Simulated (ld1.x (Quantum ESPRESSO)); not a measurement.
## Configuration tests for copper (PAW)

copper (Cu), PAW, made with ld1.x (Quantum ESPRESSO) 7.5 (LDA (PZ), fully relativistic). Core [Ne], reference 3s2 3p6 3d10 4s0 4p1. Waves: 3s (bound): rcut 1.25, rcutus 1.45 bohr; 4s (bound, empty): rcut 1.25, rcutus 1.45 bohr; 3p (bound): rcut 1.15, rcutus 1.30 bohr; 4p (bound): rcut 1.15, rcutus 1.30 bohr; 3d (bound): rcut 0.95, rcutus 1.10 bohr; 3d channel at 0.75 Ry: rcut 0.95, rcutus 1.10 bohr. Local part: all-electron potential smoothed inside 1.05 bohr (lloc = -1). Core correction: Bessel-smoothed model core inside 0.90 bohr. Augmentation charge: GAUSS, radius 0.85 bohr.

Open shells are filled in proportion to 2j + 1 (rel_dist='average').

Energies are relative to the spin-unpolarised reference configuration 3s2 3p6 3d10 4s0 4p1; without spin polarisation the order of configurations can differ from experiment. Not all tests gave a result: 1 of 7 tests not solved or not reliable. Left out of the table: 3s2 3p6 3d7 4s0 4p0 (solver errors, printed error -3841 eV).

| valence configuration | charge | ΔE all-electron (eV) | error AE − PS (meV) |
| --- | --- | --- | --- |
| 3s2 3p6 3d10 4s1 4p0 | 0 | -4.257 | +0.3 |
| 3s2 3p6 3d9 4s0 4p0 | +2 | 25.866 | +1.4 |
| 3s2 3p6 3d9 4s1 4p0 | +1 | 7.646 | +0.1 |
| 3s1 3p6 3d10 4s1 4p0 | +1 | 117.468 | +5.5 |

What are ΔE and the potential's error for 3s2 3p6 3d10 4s0.5 4p0?

ΔE = -0.954 eV all-electron; the error (AE − PS) is +0.1 meV.

What are ΔE and the potential's error for 3s2 3p6 3d10 4s0 4p0?

ΔE = 4.178 eV all-electron; the error (AE − PS) is +0.1 meV.

Levels in the configuration 3s1 3p6 3d10 4s1 4p0:

```json
{"level": "3s j=1/2", "all-electron (eV)": "-130.145", "pseudo (eV)": "-130.141"}
{"level": "3p j=1/2", "all-electron (eV)": "-89.657", "pseudo (eV)": "-89.666"}
{"level": "3p j=3/2", "all-electron (eV)": "-87.023", "pseudo (eV)": "-87.032"}
{"level": "3d j=3/2", "all-electron (eV)": "-20.336", "pseudo (eV)": "-20.340"}
{"level": "3d j=5/2", "all-electron (eV)": "-20.032", "pseudo (eV)": "-20.036"}
{"level": "4s j=1/2", "all-electron (eV)": "-14.022", "pseudo (eV)": "-14.027"}
```

The ghost test of this file was not conclusive.
